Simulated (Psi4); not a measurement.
H$_{3}$CdNO (SMILES [NH2][Cd][OH]), singlet, geometry from GFN2-xTB (such geometries of metal compounds can be far from the true shape) (core potentials on Cd); B3LYP/def2-SV(P) (Psi4).

Input for Psi4:
```
memory 2 GB

molecule {
0 1
Cd    0.03536480    0.26782403   -0.00873204
O     1.15205282   -0.87171879   -1.12275318
H     1.81973728   -0.45238997   -1.67138212
N    -1.29954661   -0.54914293    1.27907373
H    -1.42107181   -1.48182448    0.87650864
H    -2.21577201   -0.10358808    1.24252063
}

set {
  basis def2-sv(p)
}

energy('b3lyp')
print_variables()
```

Question: Predict the main parts of the log of this Psi4 run.

Answer: 
```
   => Loading Basis Set <=

    Name: DEF2-SV(P)
    Role: ORBITAL
    Keyword: BASIS

    !!!  WARNING: ECP capability is in beta. Please check occupations closely.  !!!

         ---------------------------------------------------------
                                   SCF
               by Justin Turney, Rob Parrish, Andy Simmonett
                          and Daniel G. A. Smith
                              RKS Reference
         ---------------------------------------------------------

  ==> Geometry <==

    Molecular point group: c1
    Full point group: C1

    Geometry (in Angstrom), charge = 0, multiplicity = 1:

       Center              X                  Y                   Z               Mass
    ------------   -----------------  -----------------  -----------------  -----------------
         CD           0.018851706677     0.221408776584    -0.004710691831   113.903365090000
         O            1.135539726677    -0.918134043416    -1.118731831831    15.994914619570
         H            1.803224186677    -0.498805223416    -1.667360771831     1.007825032230
         N           -1.316059703323    -0.595558183416     1.283095078169    14.003074004430
         H           -1.437584903323    -1.528239733416     0.880529988169     1.007825032230
         H           -2.232285103323    -0.150003333416     1.246541978169     1.007825032230

  Running in c1 symmetry.

  Rotational constants: A =      0.63015  B =      0.16219  C =      0.12999 [cm^-1]
  Rotational constants: A =  18891.27561  B =   4862.34363  C =   3897.06095 [MHz]
  Nuclear repulsion =  116.588977099119447

  Charge       = 0
  Multiplicity = 1
  Electrons    = 38
  Nalpha       = 19
  Nbeta        = 19

  ==> Algorithm <==

  SCF Algorithm Type is DF.
  DIIS enabled.
  MOM disabled.
  Fractional occupation disabled.
  Guess Type is SAD.
  Energy threshold   = 1.00e-06
  Density threshold  = 1.00e-06
  Integral threshold = 1.00e-12

  ==> Primary Basis <==

  Basis Set: DEF2-SV(P)
    Blend: DEF2-SV(P)
    Number of shells: 28
    Number of basis functions: 58
    Number of Cartesian functions: 62
    Spherical Harmonics?: true
    Max angular momentum: 2

  Core potential: DEF2-SV(P)
    Number of shells: 4
    Number of ECP primitives: 14
    Number of ECP core electrons: 28
    Max angular momentum: 3

  ==> DFT Potential <==

   => LibXC <=

    Version 7.1.2
    S. Lehtola, C. Steigemann, M. J. T. Oliveira, and M. A. L. Marques,  SoftwareX 7, 1–5 (2018) (10.1016/j.softx.2017.11.002)

   => Composite Functional: B3LYP <=

    B3LYP Hyb-GGA Exchange-Correlation Functional

    P. J. Stephens, F. J. Devlin, C. F. Chabalowski, and M. J. Frisch,  J. Phys. Chem. 98, 11623 (1994) (10.1021/j100096a001)

    Deriv               =              1
    GGA                 =           TRUE
    Meta                =          FALSE

    Exchange Hybrid     =           TRUE
    MP2 Hybrid          =          FALSE

   => Exchange Functionals <=

    0.0800   Slater exchange
    0.7200         Becke 88

   => Exact (HF) Exchange <=

    0.2000               HF

   => Correlation Functionals <=

    0.1900   Vosko, Wilk & Nusair (VWN5_RPA)
    0.8100   Lee, Yang & Parr

   => LibXC Density Thresholds  <==

    XC_HYB_GGA_XC_B3LYP:  1.00E-15

   => Molecular Quadrature <=

    Radial Scheme          =       TREUTLER
    Pruning Scheme         =           NONE
    Nuclear Scheme         =       TREUTLER

    Blocking Scheme        =         OCTREE
    BS radius alpha        =              1
    Pruning alpha          =              1
    Radial Points          =             75
    Spherical Points       =            302
    Total Points           =         130728
    Total Blocks           =           1030
    Max Points             =            256
    Max Functions          =             57
    Weights Tolerance      =       1.00E-15

   => Loading Basis Set <=

    Name: (DEF2-SV(P) AUX)
    Role: JKFIT
    Keyword: DF_BASIS_SCF

[...]

    J tasked:                   Yes
    K tasked:                   Yes
    wK tasked:                   No
    Algorithm:                 Core
    Schwarz Cutoff:           1E-12
    Mask sparsity (%):       1.1891
    Fitting Condition:        1E-10

   => Auxiliary Basis Set <=

  Basis Set: (DEF2-SV(P) AUX)
    Blend: DEF2-UNIVERSAL-JKFIT
    Number of shells: 117
    Number of basis functions: 463
    Number of Cartesian functions: 630
    Spherical Harmonics?: true
    Max angular momentum: 6

  Minimum eigenvalue in the overlap matrix is 1.8781596678E-02.
  Reciprocal condition number of the overlap matrix is 4.1118934500E-03.
    Using symmetric orthogonalization.

  ==> Pre-Iterations <==

  SCF Guess: Superposition of Atomic Densities via on-the-fly atomic UHF (no occupation information).

   -------------------------
    Irrep   Nso     Nmo
   -------------------------
     A         58      58
   -------------------------
    Total      58      58
   -------------------------

  ==> Iterations <==

                           Total Energy        Delta E     RMS |[F,P]|

   @DF-RKS iter SAD:  -298.19816919854770   -2.98198e+02   0.00000e+00
   @DF-RKS iter   1:  -298.76283557991871   -5.64666e-01   2.02174e-02 ADIIS/DIIS
   @DF-RKS iter   2:  -294.63833491002833    4.12450e+00   4.51911e-02 ADIIS/DIIS
   @DF-RKS iter   3:  -299.33692350179541   -4.69859e+00   6.03216e-03 ADIIS/DIIS
   @DF-RKS iter   4:  -299.32541390101312    1.15096e-02   6.70537e-03 ADIIS/DIIS
   @DF-RKS iter   5:  -299.39446706726363   -6.90532e-02   7.79311e-04 ADIIS/DIIS
   @DF-RKS iter   6:  -299.39568206346405   -1.21500e-03   2.73270e-04 ADIIS/DIIS
   @DF-RKS iter   7:  -299.39577689724388   -9.48338e-05   7.06067e-05 DIIS
   @DF-RKS iter   8:  -299.39578545817977   -8.56094e-06   8.56590e-06 DIIS
   @DF-RKS iter   9:  -299.39578556809391   -1.09914e-07   1.45255e-06 DIIS
   @DF-RKS iter  10:  -299.39578557235632   -4.26240e-09   3.86092e-07 DIIS
  Energy and wave function converged.

  ==> Post-Iterations <==

   Electrons on quadrature grid:
      Ntotal   =   38.0000144658 ; deviation = 1.447e-05

    Orbital Energies [Eh]
    ---------------------

    Doubly Occupied:

[...]
      19A     -0.228756

    Virtual:

[...]
    Final Occupation by Irrep:
              A
    DOCC [    19 ]
    NA   [    19 ]
    NB   [    19 ]

  @DF-RKS Final Energy:  -299.39578557235632

   => Energetics <=

    Nuclear Repulsion Energy =            116.5889770991194467
    One-Electron Energy =                -709.6038311723209517
    Two-Electron Energy =                 319.6776362270982759
    DFT Exchange-Correlation Energy =     -26.0585677262531128
    Empirical Dispersion Energy =           0.0000000000000000
    VV10 Nonlocal Energy =                  0.0000000000000000
    Total Energy =                       -299.3957855723563171

Computation Completed

Properties will be evaluated at   0.000000,   0.000000,   0.000000 [a0]

Properties computed using the SCF density matrix

 Multipole Moments:

 ------------------------------------------------------------------------------------
     Multipole            Electronic (a.u.)      Nuclear  (a.u.)        Total (a.u.)
 ------------------------------------------------------------------------------------

 L = 1.  Multiply by 2.5417464519 to convert [e a0] to [Debye]
 Dipole X            :          2.9891449           -3.0570322           -0.0678874
 Dipole Y            :         18.6884047          -17.5042542            1.1841506
 Dipole Z            :         -1.2360042            0.7508038           -0.4852004
 Magnitude           :                                                    1.2814994

 ------------------------------------------------------------------------------------

  Variable Map:
  ----------------------------------------------------------------------------
[...]
  Array Variable Map:
  ----------------------------------------------------------------------------
[...]
[...]
```
